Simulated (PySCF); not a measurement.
# Finite-field polarisability of Ga⁻ (gallium, charge -1)

[Ar] 3d10 4s2 4p2, high-spin 3P determinant. Calculation: PySCF 2.14, in def2-QZVPPD (12s7p5d4f1g, 95 functions); the non-relativistic Hamiltonian (point nucleus). Frozen: [Ar] 3d10. Energy changes in a uniform field (μhartree):

```tsv
axis	F (au)	HF	MP2	CCSD	CCSD(T)
x	0.0013	-101.111	-94.238	-96.947	-96.849
x	0.0026	-404.290	-376.860	-387.637	-387.240
y	0.00085	-100.208	-89.317	-92.372	-91.805
y	0.0017	-400.463	-356.809	-368.991	-366.694
z	0.00085	-100.208	-89.317	-92.372	-91.805
z	0.0017	-400.463	-356.809	-368.991	-366.694
```

(1) Derive α along x at CCSD(T) from the two fields.

(2) And the mean polarisability at each level?

The polarisability of an anion needs two sets of diffuse s and p functions; this basis lacks them, so these values show the method and not the converged property.

Answers

(1) With ΔE = −αF²/2 − γF⁴/24, α = −(16 ΔE(F) − ΔE(2F))/(6F²) = 114.6 bohr³.

(2) HF 224.9, MP2 202.1, CCSD 208.8, CCSD(T) 207.7 bohr³.
